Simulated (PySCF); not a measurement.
**Ni: excitation energy**

Ni [Ar] 3d8 4s2 (3F) → Ni [Ar] 3d7 4s2 4p1 (high-spin determinant), as a difference of total energies. Calculation: PySCF 2.14, in aug-cc-pVTZ; the non-relativistic Hamiltonian (point nucleus). Correlated levels: valence: [Ar] frozen. The calculations carry no spin-orbit coupling.

```
           method  excitation energy (eV)
              UHF                   6.407
              LDA                   9.324
              PBE                   8.983
             PBE0                   8.452
           r2SCAN                   8.697
           revPBE                   8.924
             MN15                   9.550
           M06-2X                   8.229
           PBEsol                   9.049
    MP2 (valence)                   8.278
SCS-MP2 (valence)                   8.272
```

**Question.** How much does correlation contribute at MP2 (valence)?

**Answer.** 8.278 − (6.407) = 1.871 eV, measured against UHF.

A first-order spin-orbit estimate (lowest level to lowest level, LS coupling) adds 0.010 eV.

The upper state lies above the first ionisation limit, but in LS coupling its spin forbids autoionisation to the ground ion.

The determinant of the upper state mixes LS terms, which raises its energy above the lowest term, most at the Hartree-Fock and MP2 levels.
